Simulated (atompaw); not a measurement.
**u(r) = r·R(r): atom against pseudo-atom (Ni (Z = 28))**

Columns: radius, all-electron u(r) and pseudo u(r) of the 4s shell (level -21.84 eV) of nickel in the configuration [Ne] 3s2 3p6 3d8 4s0 4p0; LDA (PW92), scalar-relativistic, PAW (atompaw) scheme, atompaw 4.2.0.5.

```
r (bohr)  all-electron   pseudo
   0.050       -0.0760  -0.0574
   0.100        0.1101  -0.1132
   0.150        0.2073  -0.1656
   0.200        0.1895  -0.2132
   0.250        0.0995  -0.2546
   0.300       -0.0185  -0.2885
   0.350       -0.1338  -0.3139
   0.400       -0.2293  -0.3302
   0.450       -0.2973  -0.3367
   0.500       -0.3365  -0.3333
   0.550       -0.3489  -0.3200
   0.600       -0.3384  -0.2971
   0.650       -0.3093  -0.2653
   0.700       -0.2659  -0.2252
   0.750       -0.2121  -0.1780
   0.800       -0.1512  -0.1249
   0.850       -0.0858  -0.0671
   0.900       -0.0183  -0.0060
   0.950        0.0496   0.0570
   1.000        0.1166   0.1206
   1.050        0.1817   0.1835
   1.100        0.2440   0.2447
   1.150        0.3030   0.3032
   1.200        0.3585   0.3585
   1.250        0.4100   0.4100
   1.300        0.4576   0.4576
```

Q: How many radial nodes do the two functions have?

A: The all-electron 4s function has n − l − 1 = 3; the pseudo-wave has 1, since 1 lower shell of the same l stays in the valence.

Q: Is the pseudo-wave norm-conserving?

A: No, it belongs to a PAW set: the norm inside the radius is not constrained, and the difference is carried by the augmentation charge.
